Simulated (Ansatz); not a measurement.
# Cost against result

Saddle point of SiHClF4, closed shell (SiF₄ ([F][Si]([F])([F])[F]) + HCl → SiClF₃ ([F][Si]([F])([F])[Cl]) + HF; bonds formed: Si1–Cl7, F2–H6; bonds broken: Si1–F2, H6–Cl7), PBE0-D4/def2-TZVP structure:

```
atom    x (Å)    y (Å)    z (Å)
 Si1  -0.4166  -0.3012  -0.0554
  F2   1.2291  -0.4393   0.5865
  F3  -0.1406  -1.4673  -1.0742
  F4  -1.6910   0.3628  -0.7340
  F5  -1.0201  -0.6862   1.3451
  H6   1.4291   0.7495   0.2799
 Cl7   0.6103   1.7818  -0.3477
```

Barriers are electronic and count from the start structure reached by relaxing down the imaginary mode.

Program: Ansatz 0.2.0. Basis: as named in each row. Cores are frozen in the correlated methods. B3LYP uses VWN-RPA correlation. Extrapolation: Hartree–Fock as exp(−7.88 √X), correlation as X^−2.97.

Times are rough, for one single point on 8 threads of a shared host (Arm Neoverse V2).

The estimate by CCSD(T) at an estimated basis limit (MP2 extrapolated from triple and quadruple zeta, plus CCSD(T) − MP2 in triple zeta) is 1.861 eV.

| method | basis | time (s) | barrier (eV) | method less estimate |
| --- | --- | --- | --- | --- |
| HF | STO-3G | under 1 | 1.196 | -0.666 |
| PBE-D4 | STO-3G | under 1 | -0.696 | -2.558 |
| SPW92 | def2-SVP | under 1 | 0.644 | -1.217 |
| PBE-D4 | def2-SVP | under 1 | 1.095 | -0.766 |
| B3LYP-D4 | 6-31G | under 1 | 1.331 | -0.530 |
| PBE0-D4 | def2-SVP | under 1 | 1.319 | -0.543 |
| SPW92 | def2-TZVPP | under 1 | 1.002 | -0.859 |
| PBE-D4 | def2-TZVPP | under 1 | 1.422 | -0.439 |
| BLYP-D4 | def2-TZVPP | under 1 | 1.672 | -0.189 |
| BHLYP-D4 | def2-TZVPP | 1 | 2.022 | 0.161 |
| B3LYP-D4 | def2-TZVPP | 1 | 1.803 | -0.058 |
| CAM-B3LYP-D4 | def2-TZVPP | 1 | 1.800 | -0.061 |
| PBE0-D4 | def2-TZVPP | 1 | 1.627 | -0.234 |
| r2SCAN-D4 | def2-TZVPP | 2 | 1.576 | -0.286 |
| wB97M-V | def2-SVP | 2 | 1.363 | -0.498 |
| CCSD(T) | def2-SVP | 2 | 1.793 | -0.068 |
| r2SCAN0-D4 | def2-TZVPP | 2 | 1.716 | -0.146 |
| B2PLYP | def2-TZVPP | 2 | 1.856 | -0.005 |
| RPA on PBE | def2-TZVPP | 2 | 1.909 | 0.048 |
| PBE-QIDH | def2-TZVPP | 2 | 1.776 | -0.085 |
| wB97X-V | def2-TZVPP | 3 | 1.763 | -0.098 |
| B97M-V | def2-TZVPP | 3 | 1.803 | -0.058 |
| wB97M-V | def2-TZVPP | 4 | 1.709 | -0.152 |
| MP2 | def2-QZVPP | 7 | 1.807 | -0.054 |
| CCSD(T) | def2-TZVPP | 73 | 1.913 | 0.051 |

All methods are single points on the PBE0-D4 structures; a negative value means that the method puts the saddle structure below the start.

The T1 diagnostic stays at or below 0.012.

Labels in which every atom is bracketed show which atoms are joined, not bond orders.
